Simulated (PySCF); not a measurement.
# Calcium: a sound run and one with changed settings

Sound run: Ca [Ar] 4s2, Ca⁺ [Ar] 4s1. All numbers are calculated (PySCF 2.14, the non-relativistic Hamiltonian (point nucleus), in def2-SVP (5s3p2d, 24 functions)). In the sound run the correlated levels freeze [Ar]. The sound run starts from symmetry-adapted Hartree-Fock orbitals and uses a fine grid where one is needed.

Changed run: initial guess atom, at most 50 SCF cycles.

| species | method | sound run (hartree) | changed run (hartree) | converged |
| --- | --- | --- | --- | --- |
| Ca | UHF | -676.66070 | -676.66070 | yes |
| Ca | r2SCAN | -677.42268 | -677.42268 | yes |
| Ca | CCSD(T) | -676.68762 | -676.68762 | yes |
| Ca⁺ | BP86 | -677.30420 | -677.30420 | yes |

Here the plain start reaches the same solutions.
